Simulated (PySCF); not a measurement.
**Spin-rotation constants: `C=C[C@H](C)C#CC(=C)C`, C$_{9}$H$_{12}$**

Molfile (atoms numbered from 1):
```
C9H12
     RDKit          3D

 21 20  0  0  0  0  0  0  0  0999 V2000
   -3.1912   -1.3492    0.1025 C   0  0  0  0  0  0  0  0  0  0  0  0
   -2.3405   -0.4120   -0.2681 C   0  0  0  0  0  0  0  0  0  0  0  0
   -1.5028    0.3937    0.6866 C   0  0  2  0  0  0  0  0  0  0  0  0
   -1.8389    1.8870    0.5699 C   0  0  0  0  0  0  0  0  0  0  0  0
   -0.0948    0.1828    0.3923 C   0  0  0  0  0  0  0  0  0  0  0  0
    1.0700    0.0489    0.1224 C   0  0  0  0  0  0  0  0  0  0  0  0
    2.4424   -0.1417   -0.1783 C   0  0  0  0  0  0  0  0  0  0  0  0
    3.3161    0.8545   -0.0566 C   0  0  0  0  0  0  0  0  0  0  0  0
    2.8195   -1.5213   -0.6321 C   0  0  0  0  0  0  0  0  0  0  0  0
   -3.7786   -1.9018   -0.6110 H   0  0  0  0  0  0  0  0  0  0  0  0
   -3.3391   -1.6067    1.1391 H   0  0  0  0  0  0  0  0  0  0  0  0
   -2.2041   -0.1691   -1.3137 H   0  0  0  0  0  0  0  0  0  0  0  0
   -1.6981    0.0583    1.7126 H   0  0  0  0  0  0  0  0  0  0  0  0
   -1.2245    2.4658    1.2560 H   0  0  0  0  0  0  0  0  0  0  0  0
   -2.8875    2.0531    0.8075 H   0  0  0  0  0  0  0  0  0  0  0  0
   -1.6488    2.2371   -0.4425 H   0  0  0  0  0  0  0  0  0  0  0  0
    4.3601    0.7162   -0.2823 H   0  0  0  0  0  0  0  0  0  0  0  0
    3.0146    1.8344    0.2725 H   0  0  0  0  0  0  0  0  0  0  0  0
    2.2693   -1.7832   -1.5356 H   0  0  0  0  0  0  0  0  0  0  0  0
    3.8862   -1.5792   -0.8352 H   0  0  0  0  0  0  0  0  0  0  0  0
    2.5616   -2.2509    0.1352 H   0  0  0  0  0  0  0  0  0  0  0  0
  1  2  2  0
  2  3  1  0
  3  4  1  0
  3  5  1  0
  5  6  3  0
  6  7  1  0
  7  8  2  0
  7  9  1  0
  1 10  1  0
  1 11  1  0
  2 12  1  0
  3 13  1  1
  4 14  1  0
  4 15  1  0
  4 16  1  0
  8 17  1  0
  8 18  1  0
  9 19  1  0
  9 20  1  0
  9 21  1  0
M  END
```

Computed, not measured: GIAO B97-2/pcSseg-1 magnetisability, rotational g tensor and spin-rotation constants, non-relativistic, gas phase (PySCF). Geometry: GFN2-xTB.

Task: Give the nuclear spin-rotation constants along the inertial axes (H = +C I·J) beside the isotropic shieldings.

Result: Rotational constants 3.0645, 0.7325, 0.6115 GHz. A star marks the isotopologue with that one atom substituted, in its own axes.
```csv
atom,isotope,Caa (kHz),Cbb (kHz),Ccc (kHz),mean (kHz),σ (ppm)
H10,1H,-0.216,-0.012,-0.026,-0.084,26.6
H11,1H,-0.310,-0.079,0.050,-0.113,26.5
H12,1H,-0.319,-0.081,0.060,-0.113,25.9
H13,1H,-0.310,-0.076,0.024,-0.121,28.7
H14,1H,-0.241,-0.025,-0.048,-0.105,30.3
H15,1H,0.068,-0.077,-0.072,-0.027,30.7
H16,1H,-0.335,-0.078,0.012,-0.134,30.5
H17,1H,0.287,-0.073,-0.072,0.047,26.4
H18,1H,-0.230,0.051,-0.071,-0.083,26.3
H19,1H,-0.270,-0.052,-0.016,-0.113,29.8
H20,1H,0.103,-0.077,-0.071,-0.015,30.0
H21,1H,-0.311,-0.051,-0.009,-0.123,29.8
C1,13C*,0.644,0.187,0.251,0.361,68.8
C2,13C*,0.742,0.209,0.298,0.416,39.5
C3,13C*,0.536,0.126,0.099,0.254,150.2
C4,13C*,0.468,0.100,0.104,0.224,160.8
C5,13C*,0.324,0.250,0.218,0.264,87.3
C6,13C*,0.147,0.259,0.214,0.207,98.7
C7,13C*,1.362,0.272,0.082,0.572,54.0
C8,13C*,1.254,0.257,0.096,0.535,60.5
C9,13C*,0.487,0.101,0.104,0.231,159.1
```
For the geometry as given, no vibrational averaging.
